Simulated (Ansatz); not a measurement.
The cluster Li₁₄, relaxed as a singlet with RKS B3LYP/def2-SVP in Ansatz, starting from packed atoms. Force threshold 0.02 eV/Å.

The restricted singlet is unstable towards broken spin symmetry in Hartree–Fock (as tested in another run); at B3LYP/def2-SVP this wasn't settled. The structure comes from a short search, and lower isomers may exist.

Start:

Cartesian coordinates in Å:
```
Li -2.374 2.216 2.768
Li 0.870 2.830 -1.142
Li -0.100 0.682 -0.228
Li 2.119 -1.490 -3.690
Li -1.411 0.136 1.886
Li 0.899 5.340 -1.823
Li -0.935 3.121 0.695
Li 1.426 -0.997 -1.400
Li -0.453 -1.842 0.944
Li -2.666 0.053 4.059
Li 0.416 -4.215 0.019
Li -1.275 -3.308 2.858
Li 1.559 -3.696 -2.211
Li 1.925 1.170 -2.736
```

Problem. Estimate the energy that the relaxation releases and the steps that it takes.

Solution. 4.67 eV, in 37 steps; 2.2 min on 4 threads of Arm Neoverse V1 on a shared host. No frequencies were taken in this run, so the end may be a saddle point.

Problem. Does the start keep its bonding?

Solution. Bonds lost: Li3–Li8, Li3–Li9, Li4–Li14 (atoms count from 1). Bonds formed: Li1–Li2, Li1–Li9, Li2–Li5, Li2–Li8, Li3–Li6, Li3–Li13, Li3–Li14, Li5–Li12 (atoms count from 1). Metal–metal contacts that move far: Li1–Li10 2.54 to 3.18 Å, Li4–Li8 2.44 to 3.04 Å, Li5–Li10 2.51 to 3.06 Å, Li1–Li7 2.68 to 3.21 Å, Li2–Li14 2.53 to 3.06 Å.

Problem. Predict the relaxed structure.

Solution. 
```xyz
14

Li   -0.478    1.656    2.897
Li    0.660    1.532    0.076
Li   -1.252    1.435   -1.825
Li    1.969   -2.459   -2.896
Li   -1.940    0.282    0.886
Li    0.696    3.770   -1.884
Li   -1.543    3.400    0.421
Li    2.480   -0.828   -0.377
Li    0.419   -1.026    1.835
Li   -2.035   -1.008    3.657
Li    1.272   -3.531    0.072
Li   -1.699   -2.726    0.998
Li   -0.084   -1.247   -1.111
Li    1.532    0.751   -2.749
```
Bond lengths (bridged metal pairs left out): 29 × Li–Li 2.70 to 3.06 Å.
